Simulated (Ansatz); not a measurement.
Total energies of `[BH2][Ge]([F])([F])[AlH2]`.

Cartesian coordinates in Å:
```
B -0.2839 -2.0153 0.2987
Ge 0.1570 -0.1880 -0.5661
F -0.8040 -0.0498 -2.0267
F 1.7902 -0.2794 -1.2000
Al 0.0186 2.0672 0.5545
H 0.5611 -2.6165 0.8879
H -1.4024 -2.4293 0.2781
H -0.3695 2.1614 2.0888
H 0.3328 3.3497 -0.3151
```

The species carries charge 0 and has multiplicity 1. Correlated methods include outer-core shells of Ge, which these sets cover unevenly. Scalar relativity is left out up to krypton. All single points use the PBE0-D4/def2-TZVP geometry. Basis def2-TZVPP, the Gaussian-basis code of Ansatz.

RPA on PBE orbitals: Hartree–Fock energy of these orbitals -2543.24050 Eh, correlation -1.48479 Eh (frozen core).

```tsv
functional	energy without D4 (Eh)	D4 term (kJ/mol)
r2SCANh	-2546.34813	-4.5
ωB97M-V	-2546.30618	–
```

Task: Give the same for LDA (SPW92), PBE, revPBE, BLYP, r2SCAN, B97M-V, PBE0, B3LYP, r2SCAN0, HSE06 (plane-wave form), BHLYP, CAM-B3LYP, LC-ωPBE, ωB97X-V, B2PLYP, PBE-QIDH. (Estimate.)

Result: The calculation gave: 
```json
{"functional": "LDA (SPW92)", "energy without D4 (Eh)": "-2540.70452", "D4 term (kJ/mol)": "–"}
{"functional": "PBE", "energy without D4 (Eh)": "-2545.81464", "D4 term (kJ/mol)": "-17.0"}
{"functional": "revPBE", "energy without D4 (Eh)": "-2546.21574", "D4 term (kJ/mol)": "-43.5"}
{"functional": "BLYP", "energy without D4 (Eh)": "-2546.53872", "D4 term (kJ/mol)": "-36.2"}
{"functional": "r2SCAN", "energy without D4 (Eh)": "-2546.36985", "D4 term (kJ/mol)": "-4.1"}
{"functional": "B97M-V", "energy without D4 (Eh)": "-2546.00548", "D4 term (kJ/mol)": "–"}
{"functional": "PBE0", "energy without D4 (Eh)": "-2545.89947", "D4 term (kJ/mol)": "-14.6"}
{"functional": "B3LYP", "energy without D4 (Eh)": "-2546.58904", "D4 term (kJ/mol)": "-27.7"}
{"functional": "r2SCAN0", "energy without D4 (Eh)": "-2546.31744", "D4 term (kJ/mol)": "-5.0"}
{"functional": "HSE06 (plane-wave form)", "energy without D4 (Eh)": "-2545.88369", "D4 term (kJ/mol)": "-13.9"}
{"functional": "BHLYP", "energy without D4 (Eh)": "-2546.40934", "D4 term (kJ/mol)": "-24.2"}
{"functional": "CAM-B3LYP", "energy without D4 (Eh)": "-2546.57393", "D4 term (kJ/mol)": "-15.2"}
{"functional": "LC-ωPBE", "energy without D4 (Eh)": "-2546.02112", "D4 term (kJ/mol)": "–"}
{"functional": "ωB97X-V", "energy without D4 (Eh)": "-2546.20807", "D4 term (kJ/mol)": "–"}
{"functional": "B2PLYP", "energy without D4 (Eh)": "-2545.89272", "D4 term (kJ/mol)": "–"}
{"functional": "PBE-QIDH", "energy without D4 (Eh)": "-2545.45747", "D4 term (kJ/mol)": "–"}
```

B3LYP takes the VWN-RPA correlation (the form of Gaussian; ORCA's B3LYP/G). HSE06 is the plane-wave form, built on full-range PBE exchange. The double hybrids freeze the cores in their second-order part.

LC-ωPBE has ω = 0.4 bohr⁻¹.
